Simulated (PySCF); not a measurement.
**How the functional moves excitation energies**

Compound: C₃H₇FOSi.
Structure used (PBE0-D3(BJ)/def2-SVP), in Å, numbered top down from 1:
```xyz
13
C3H7FOSi angstrom
C      2.188   -0.020    0.105
C      1.110   -0.915   -0.372
F      1.521   -2.142   -0.730
C     -0.191   -0.633   -0.487
O     -0.686    0.595   -0.186
Si    -2.269    0.893    0.280
H      1.772    0.961    0.365
H      2.956    0.110   -0.675
H      2.686   -0.448    0.990
H     -0.882   -1.397   -0.865
H     -2.534    0.358    1.650
H     -3.206    0.240   -0.684
H     -2.424    2.370    0.255
```

Linear-response calculations in the def2-SVPD basis (PySCF; singlets by full response, triplets Tamm–Dancoff, core orbitals frozen in the response; HF means time-dependent Hartree–Fock). 'Strongest' is the level of largest summed f among the singlets computed (10 roots, of which the last may lack a degenerate partner); it can jump between rows when another state enters that window. S1 is the lowest singlet of each run and needn't be the same state throughout; f(S1) is that of one state. Isolated species at its PBE0-D3(BJ)/def2-SVP geometry (one conformer only).

```json
{"functional": "LDA", "kind": "LDA", "S1 (eV)": "4.35", "f(S1)": "0.001", "strongest (eV)": "6.49", "T1 (eV)": "4.19", "HOMO (eV)": "-5.45", "gap (eV)": "4.30", "ionisation energy, ΔSCF (eV)": "8.60"}
{"functional": "PBE", "kind": "GGA", "S1 (eV)": "4.42", "f(S1)": "0.001", "strongest (eV)": "6.43", "T1 (eV)": "4.05", "HOMO (eV)": "-5.29", "gap (eV)": "4.38", "ionisation energy, ΔSCF (eV)": "8.40"}
{"functional": "B3LYP", "kind": "global hybrid, 20% exact exchange", "S1 (eV)": "5.11", "f(S1)": "0.000", "strongest (eV)": "6.14", "T1 (eV)": "4.07", "HOMO (eV)": "-6.31", "gap (eV)": "6.02", "ionisation energy, ΔSCF (eV)": "8.62"}
{"functional": "PBE0", "kind": "global hybrid, 25% exact exchange", "S1 (eV)": "5.27", "f(S1)": "0.000", "strongest (eV)": "6.30", "T1 (eV)": "4.03", "HOMO (eV)": "-6.50", "gap (eV)": "6.44", "ionisation energy, ΔSCF (eV)": "8.59"}
{"functional": "BHandHLYP", "kind": "global hybrid, 50% exact exchange", "S1 (eV)": "5.94", "f(S1)": "0.001", "strongest (eV)": "6.74", "T1 (eV)": "4.00", "HOMO (eV)": "-7.62", "gap (eV)": "8.33", "ionisation energy, ΔSCF (eV)": "8.62"}
{"functional": "CAM-B3LYP", "kind": "range-separated hybrid", "S1 (eV)": "5.75", "f(S1)": "0.001", "strongest (eV)": "6.54", "T1 (eV)": "4.03", "HOMO (eV)": "-7.85", "gap (eV)": "8.70", "ionisation energy, ΔSCF (eV)": "8.70"}
{"functional": "wB97X-D", "kind": "range-separated hybrid", "S1 (eV)": "5.88", "f(S1)": "0.002", "strongest (eV)": "6.61", "T1 (eV)": "4.16", "HOMO (eV)": "-8.35", "gap (eV)": "10.03", "ionisation energy, ΔSCF (eV)": "8.64"}
{"functional": "LC-wPBE", "kind": "range-separated hybrid", "S1 (eV)": "6.42", "f(S1)": "0.008", "strongest (eV)": "6.82", "T1 (eV)": "3.93", "HOMO (eV)": "-9.16", "gap (eV)": "11.16", "ionisation energy, ΔSCF (eV)": "8.75"}
{"functional": "HF", "kind": "Hartree–Fock", "S1 (eV)": "6.91", "f(S1)": "0.025", "strongest (eV)": "7.24", "T1 (eV)": "3.61", "HOMO (eV)": "-9.25", "gap (eV)": "11.59", "ionisation energy, ΔSCF (eV)": "not settled"}
```

S1 runs from 4.35 eV (LDA) to 6.91 eV (HF), a spread of 2.57 eV, while the orbital gap spreads over 7.3 eV. Along PBE (0%), B3LYP (20%), PBE0 (25%), BHandHLYP (50%), HF (100%) S1 rises with the share of exact exchange. −ε(HOMO) comes closest to its own ΔSCF ionisation energy with wB97X-D (-0.29 eV) and misses most with LDA (-3.15 eV). 'Not settled' means that the ion's SCF failed to converge or may have ended in another state than the lowest.
